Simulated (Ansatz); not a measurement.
`[Br][Mg][Br]` + CH₄ → `[CH3][Mg][Br]` + HBr at 400 K and 1 bar (formal exchange of groups at a Mg–Br bond).

Gas-phase electronic energies from Ansatz, PBE0-D4/def2-TZVP geometries. CBS: MP2 limit from def2 TZ/QZ plus the TZ coupled-cluster correction, frozen cores. This one scheme is used for every species. For Br, Mg outer-core shells are correlated without core-valence functions, which leaves a few kJ/mol of doubt a bond. Scalar relativity is left out up to krypton.

| species | CCSD(T)/CBS energy (Eh) | H − E (kJ/mol) | S (J/(mol·K)) |
| --- | --- | --- | --- |
| `[Br][Mg][Br]` | -5346.68760 | 26.1 | 312.5 |
| CH₄ | -40.46206 | 131.3 | 197.2 |
| `[CH3][Mg][Br]` | -2813.14753 | 117.2 | 323.6 |
| HBr | -2573.91920 | 27.6 | 207.2 |

H − E and S are ideal-gas, rigid-rotor, harmonic terms from PBE0-D4/def2-TZVP. 1 Eh = 2625.50 kJ/mol, R = 8.31446 J/(mol·K).

Task: By hand: ΔE, ΔH, ΔS and ΔG.

Result: ΔE = (-2813.14753) + (-2573.91920) − (-5346.68760) − (-40.46206) = 0.08293 Eh = 217.7 kJ/mol. Δ(H − E) = 117.2 + 27.6 − 26.1 − 131.3 = -12.6, so ΔH = 205.1 kJ/mol. ΔS = 323.6 + 207.2 − 312.5 − 197.2 = 21.1 J/(mol·K). ΔG = 205.1 − 400 × (21.1)/1000 = 196.7 kJ/mol.

Task: By hand: the equilibrium constant, and the temperature at which ΔG would vanish if ΔH and ΔS stayed fixed.

Result: log₁₀ K = −ΔG/(RT ln 10) = -25.7. ΔG = 0 at ΔH/ΔS = 9720 K, far beyond where these terms or the molecules hold.

ΔH outweighs TΔS. A doubt of 5 kJ/mol in ΔE shifts log₁₀ K by 0.7 here. These are equilibria of isolated gas molecules and say nothing of rates. Largest T1 diagnostic: 0.007 (customary marks: 0.02 for closed shells, 0.045 for open ones).
